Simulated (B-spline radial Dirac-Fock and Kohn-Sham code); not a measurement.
# Relativistic shifts of the levels of Pt⁶⁸⁺

System: platinum as Pt⁶⁸⁺ in the configuration 1s2 2s2 2p6.

Both columns are ΔSCF binding energies of the configuration average from a radial B-spline solver: non-relativistic Hartree-Fock with a point nucleus, and Dirac-Fock with a finite nucleus and the Coulomb interaction alone, averaged over the two j levels with weights 2j+1.

| shell | Hartree-Fock (eV) | Dirac-Fock (eV) | shift (eV) | shift (%) |
| --- | --- | --- | --- | --- |
| 1s | 77780.6 | 85179.5 | +7398.89 | +9.51 |
| 2s | 17746.3 | 19885.9 | +2139.63 | +12.06 |
| 2p | 17339.2 | 18167.7 | +828.48 | +4.78 |

Relativity binds 1s, 2s, 2p more strongly, among those listed most of all 2s in relative terms.

Values without a named source are computed, but for edge energies of neutral atoms, which are taken from tables.
